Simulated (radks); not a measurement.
The numbers below are computed, except where a source is named.
Valence configurations of Rh+ (all share [Kr]). Code: a radial shooting solver on a logarithmic mesh with Libxc functionals. Model: Dirac Kohn-Sham, PBEsol, spin-unpolarised, spherical densities, point nucleus; open shells are shared between the two j in proportion to 2j + 1. Energies are relative to 4d8; eigenvalues in eV.

| valence | E (eV) | e(4d3/2) | e(4d5/2) | e(5p1/2) | e(5p3/2) | e(5s1/2) |
|---|---|---|---|---|---|---|
| 4d8 | 0.000 | -13.830 | -13.427 | - | - | - |
| 4d7.5 5s0.5 | 1.627 | -15.368 | -14.949 | - | - | -11.447 |
| 4d7 5s1 | 3.680 | -16.968 | -16.534 | - | - | -12.156 |
| 4d7.5 5p0.5 | 4.068 | -16.051 | -15.630 | -7.169 | -6.909 | - |
| 4d7 5s0.5 5p0.5 | 6.233 | -17.639 | -17.202 | -7.655 | -7.370 | -12.600 |
| 4d7 5p1 | 8.814 | -18.292 | -17.853 | -8.030 | -7.740 | - |
| 4d6 5s2 | 9.185 | -20.328 | -19.861 | - | - | -13.551 |
| 4d6 5s1 5p1 | 14.774 | -21.601 | -21.129 | -8.943 | -8.600 | -14.363 |
| 4d6 5s0.5 5p1.5 | 17.612 | -22.214 | -21.740 | -9.271 | -8.921 | -14.742 |
| 4d6 5p2 | 20.479 | -22.812 | -22.335 | -9.582 | -9.226 | - |

NIST lists [Kr] 4d8 as the ground configuration; this level of theory agrees among the configurations tried. The energies are those of spherical spin-averaged densities, not of single terms.
